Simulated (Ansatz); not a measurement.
Redistribution: C5H12 + CH2I2 → C4H9I + C2H5I

Species: C5H12 `CC(C)(C)C`, singlet; CH2I2 (diiodomethane) `ICI`, singlet; C4H9I `CC(C)(C)I`, singlet; C2H5I (iodoethane) `CCI`, singlet. The partners trade CH3 for I; both sit on C, so the bond types are kept.

Shapes, held fixed at every level: PBE0-D4/def2-TZVP. Programs: Ansatz 0.2.0. Electronic energies: no zero-point or thermal term.

(1) Estimate ΔE of this reaction.

Answers

(1) The highest level, CCSD(T)/def2-TZVPP, gives ΔE = -28.5 kJ/mol; the levels span -32.1 to -26.2. The column of differences is taken from that level and isn't an error. No measured value is set beside it here. For atoms past krypton def2 sets carry core potentials with scalar relativity. Outer-core shells of I are correlated in most correlated rows, in sets that cover them unevenly.

```json
{"level": "PBE-D4/def2-TZVPP", "kind": "GGA", "ΔE (kJ/mol)": "-28.5", "less CCSD(T)/def2-TZVPP": "0.0"}
{"level": "r2SCAN-D4/def2-TZVPP", "kind": "meta-GGA", "ΔE (kJ/mol)": "-31.0", "less CCSD(T)/def2-TZVPP": "-2.5"}
{"level": "BHLYP-D4/def2-TZVPP", "kind": "global hybrid", "ΔE (kJ/mol)": "-29.2", "less CCSD(T)/def2-TZVPP": "-0.7"}
{"level": "wB97M-V/def2-TZVPP", "kind": "range-separated hybrid", "ΔE (kJ/mol)": "-26.2", "less CCSD(T)/def2-TZVPP": "+2.3"}
{"level": "MP2/def2-SVP", "kind": "perturbation theory", "ΔE (kJ/mol)": "-32.1", "less CCSD(T)/def2-TZVPP": "-3.6"}
{"level": "CCSD(T)/def2-SVP", "kind": "coupled cluster or CI", "ΔE (kJ/mol)": "-31.1", "less CCSD(T)/def2-TZVPP": "-2.6"}
{"level": "CCSD/def2-SVP", "kind": "coupled cluster or CI", "ΔE (kJ/mol)": "-30.3", "less CCSD(T)/def2-TZVPP": "-1.8"}
{"level": "CCSD(T)/def2-TZVPP", "kind": "coupled cluster or CI", "ΔE (kJ/mol)": "-28.5", "less CCSD(T)/def2-TZVPP": "0.0"}
```
